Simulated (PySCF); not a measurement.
## Computed properties of Si(Cl)(SiH3) (ClH₃Si₂), SMILES [SiH3][Si]Cl

Si(Cl)(SiH3) (ClH3Si2), SMILES [Si](Cl)[SiH3] (connectivity only; charge and spin as stated), neutral, multiplicity 1. Geometry: ωB97X-D3(BJ)/def2-TZVP. Other conformers were not sampled. All values are computed for the isolated molecule unless a solvent is named; none is compared with measurement here.

**Structure.** The optimised structure has Cs symmetry. All 12 harmonic modes at ωB97X-D3(BJ)/def2-TZVP (PySCF) are real, so it is a minimum. With heavy atoms numbered as in [Si:1]([Cl:2])[SiH3:3], the shortest bond between them is Si1–Cl2 at 2.084 Å and the longest Si1–Si3 at 2.389 Å.

**Vibrations.** The strongest infrared lines (harmonic, unscaled, degenerate partners summed) lie at 883 cm⁻¹ (245 km/mol, H 89 %, Si 11 %), 2232 cm⁻¹ (111 km/mol, H 96 %), 502 cm⁻¹ (90 km/mol, H 51 %, Si 26 %, Cl 23 %). The softest mode is at 80 cm⁻¹ and the zero-point energy is 16.5 kcal/mol.

**Electronic structure.** ωB97X/def2-TZVPD (PySCF) places the frontier levels at -8.67 and -1.17 eV, a gap of 7.50 eV, and gives a dipole moment of 0.97 D and a mean polarisability of 77.7 bohr³.

**Excitations.** TDDFT-CAM-B3LYP/def2-SVPD (PySCF) has S1 at 1.87 eV (664 nm, f = 0.003, weak); the most intense of the 10 singlets computed lies at 6.30 eV (f = 0.22). T1 (TDA) is at 0.98 eV.

**NMR.** GIAO shifts at HF/pcSseg-2 (PySCF) (non-relativistic, atoms alike by connectivity averaged): ¹H at 3.4 ppm against TMS; ²⁹Si from -91.9 to 957.0 ppm against TMS. Without spin–orbit terms, shifts of atoms bonded to Cl or Br come out too high.
